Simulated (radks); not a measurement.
Problem. In3.4+, 45.6 electrons, occupied as [Ar] 3d10 4s1.6 4p6 4d10 (fractional occupations, a model configuration). Calculated with a radial shooting solver on a logarithmic mesh with Libxc functionals: Dirac Kohn-Sham, PBEsol, spin-unpolarised, spherical densities, point nucleus.

Spin-orbit splittings of the eigenvalues, e(l+1/2) - e(l-1/2), with zeta = 2 splitting/(2l+1) and mean radii in bohr:

shell  occ.  splitting (eV)  zeta (eV)  <r> j=l-1/2  <r> j=l+1/2
2p        6           210.7      140.5       0.1085       0.1138
3p        6               ?          ?       0.3395       0.3506
3d       10           7.803      3.121       0.3223       0.3258
4p        6           6.757      4.505       0.8958       0.9252
4d       10          0.9251     0.3700        1.120        1.133

Estimate the 3p splitting.

Solution. 38.07 eV (zeta = 25.38 eV).
